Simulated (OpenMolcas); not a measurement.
# Computed transition rates of Pd+

| Property | Result |
| --- | --- |
| Program | OpenMolcas 26.06 |
| Method | CASSCF |
| Basis | ANO-RCC-VTZP [7s6p4d2f1g] |
| Scalar Hamiltonian | DKH2, point nucleus |
| Active space | 9 electrons in 6 orbitals (4d 5s) |
| State averaging | 2S+1 = 4 even, 10 roots; 2S+1 = 2 even, 29 roots |
| Spin-orbit coupling | state interaction with AMFI integrals over the reference wave functions, term energies averaged over their components |

Rates come from the transition moments of the reference wave functions (E1 and E2 in the length form). At fixed line strength A goes as λ^-3 for E1 and M1 and as λ^-5 for E2, so a rate at the computed wavelength can be rescaled to the measured one. Measured vacuum wavelengths follow from level energies in NIST Handbook of Basic Atomic Spectroscopic Data. Branching counts decays inside the model space alone, at computed energies, and the table is only a selection of the E2 and M1 lines, drawn from those between levels with measured partners whose computed energy lies within a factor of 1.5 of the measured one.

```json
{"Upper": "4d8 5s 4F 3/2", "Lower": "4d8 5s 4F 5/2", "Type": "M1", "λ computed (nm)": "9110", "λ measured (nm)": "9816", "A computed (s-1)": "8.27e-02", "A rescaled (s-1)": "6.61e-02", "Branching %": "75.0"}
{"Upper": "4d8 5s 4F 5/2", "Lower": "4d8 5s 4F 7/2", "Type": "M1", "λ computed (nm)": "5710", "λ measured (nm)": "5458", "A computed (s-1)": "2.98e-01", "A rescaled (s-1)": "3.41e-01", "Branching %": "91.2"}
{"Upper": "4d8 5s 4F 7/2", "Lower": "4d8 5s 4F 9/2", "Type": "M1", "λ computed (nm)": "4982", "λ measured (nm)": "4968", "A computed (s-1)": "2.62e-01", "A rescaled (s-1)": "2.64e-01", "Branching %": "90.1"}
{"Upper": "4d8 5s 2F 5/2", "Lower": "4d8 5s 2F 7/2", "Type": "M1", "λ computed (nm)": "3673", "λ measured (nm)": "4664", "A computed (s-1)": "2.74e-01", "A rescaled (s-1)": "1.34e-01", "Branching %": "7.8"}
{"Upper": "4d9 2D 3/2", "Lower": "4d9 2D 5/2", "Type": "M1", "λ computed (nm)": "2775", "λ measured (nm)": "2825", "A computed (s-1)": "7.60e-01", "A rescaled (s-1)": "7.20e-01", "Branching %": "100.0"}
{"Upper": "4d8 5s 2F 7/2", "Lower": "4d8 5s 4F 5/2", "Type": "M1", "λ computed (nm)": "2115", "λ measured (nm)": "2984", "A computed (s-1)": "1.02e-01", "A rescaled (s-1)": "", "Branching %": "2.9"}
{"Upper": "4d8 5s 2F 5/2", "Lower": "4d8 5s 4F 3/2", "Type": "M1", "λ computed (nm)": "1574", "λ measured (nm)": "2234", "A computed (s-1)": "1.18e-01", "A rescaled (s-1)": "", "Branching %": "3.4"}
{"Upper": "4d8 5s 2F 7/2", "Lower": "4d8 5s 4F 7/2", "Type": "M1", "λ computed (nm)": "1543", "λ measured (nm)": "1929", "A computed (s-1)": "4.78e-02", "A rescaled (s-1)": "", "Branching %": "1.3"}
{"Upper": "4d8 5s 2F 5/2", "Lower": "4d8 5s 4F 5/2", "Type": "M1", "λ computed (nm)": "1342", "λ measured (nm)": "1820", "A computed (s-1)": "6.35e-02", "A rescaled (s-1)": "", "Branching %": "1.8"}
{"Upper": "4d8 5s 2F 7/2", "Lower": "4d8 5s 4F 9/2", "Type": "M1", "λ computed (nm)": "1178", "λ measured (nm)": "1390", "A computed (s-1)": "8.77e-01", "A rescaled (s-1)": "", "Branching %": "24.7"}
{"Upper": "4d8 5s 2F 5/2", "Lower": "4d9 2D 3/2", "Type": "E2", "λ computed (nm)": "479", "λ measured (nm)": "323.8", "A computed (s-1)": "1.20e+00", "A rescaled (s-1)": "8.50e+00", "Branching %": "34.1"}
{"Upper": "4d8 5s 2F 7/2", "Lower": "4d9 2D 5/2", "Type": "E2", "λ computed (nm)": "459.6", "λ measured (nm)": "309.8", "A computed (s-1)": "2.42e+00", "A rescaled (s-1)": "1.74e+01", "Branching %": "68.3"}
{"Upper": "4d8 5s 2F 5/2", "Lower": "4d9 2D 5/2", "Type": "E2", "λ computed (nm)": "408.5", "λ measured (nm)": "290.5", "A computed (s-1)": "1.82e+00", "A rescaled (s-1)": "1.00e+01", "Branching %": "51.7"}
```

Spin-changing lines and M1 lines between different terms are not rescaled, since their strength hangs on the term gaps too.

The largest correction is for 4d8 5s 2F 7/2 → 4d9 2D 5/2 (E2): 2.42e+00 × (459.6 / 309.8)^5 = 1.74e+01 s-1, a factor of 7.19.

The computed rate and branching of 4d9 2D 3/2 → 4d9 2D 5/2 give the upper level a radiative lifetime of 1.000 / 7.60e-01 s-1 = 1.32e+00 s, counting decays inside the model space alone. The rescaled rate gives about 1.4e+00 s.

These are rates of the free ion; in crystals, glasses and complexes forced electric-dipole and non-radiative decay shorten such lifetimes by orders of magnitude. No measured rate stands beside these. Rescaling mends the energy factor alone: line strengths can still be far off where a level mixes with configurations outside the active space, and weak or spin-changing lines hang on small mixing coefficients that depend on the term gaps too, so rescaling need not improve them.

Without dynamic correlation excited terms often stand tens of per cent too high (terms of higher spin than the ground term too low), and those without a measured partner can miss by more than the paired ones. A single d shell beside an s shell can misplace configurations of different d count against each other. Measured partners are found by configuration, term and J. A level has none where our copy of the source lacks it or the pairing is in doubt (some pairs that miss far off the trend of their configuration count as doubtful). Levels of configurations outside the active space are missing.
